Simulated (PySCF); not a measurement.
**Dipole response of Er(2+) (erbium, charge +2)**

[Xe] 4f11 6s1, one real determinant (an excited configuration). Calculation: PySCF 2.14, in x2c-TZVPPall with one added diffuse shell each of s, p, d, f type (12s8p8d5f2g, 129 functions); scalar relativity by spin-free X2C-1e. Coupled (time-dependent) response in atomic units; α is the mean over directions.

```tsv
method	mean α (bohr³)	α xx, yy, zz	C₆ (like pair)	S(−4)
PBE	27.60	34.97, 34.97, 12.87	158.4	646.6
```

S(−4) is the Cauchy moment in α(ω) = α(0) + S(−4) ω² + …

Spin-orbit coupling is absent.

α(iu) at PBE:

```json
{"u (hartree)": "0", "α(iu) (bohr³)": "27.60"}
{"u (hartree)": "0.0500", "α(iu) (bohr³)": "26.10"}
{"u (hartree)": "0.100", "α(iu) (bohr³)": "22.61"}
{"u (hartree)": "0.200", "α(iu) (bohr³)": "15.67"}
{"u (hartree)": "0.300", "α(iu) (bohr³)": "11.40"}
{"u (hartree)": "0.500", "α(iu) (bohr³)": "7.386"}
{"u (hartree)": "0.750", "α(iu) (bohr³)": "5.253"}
{"u (hartree)": "1.00", "α(iu) (bohr³)": "4.089"}
{"u (hartree)": "1.50", "α(iu) (bohr³)": "2.755"}
{"u (hartree)": "2.00", "α(iu) (bohr³)": "1.995"}
{"u (hartree)": "3.00", "α(iu) (bohr³)": "1.194"}
{"u (hartree)": "5.00", "α(iu) (bohr³)": "0.5903"}
```

For an ion, C₆ is the dispersion term alone; charge-induced terms of lower order in 1/R come first.

The components differ because the open shell of this determinant is not spherical; for a pure term their mean is the scalar polarisability.

⟨L²⟩ = 36.46 against 42 for a pure I term, so this real determinant mixes terms. Spin-orbit coupling, absent here, splits the open shell strongly. The s, p, d and f populations moved away from the nominal configuration during the SCF.
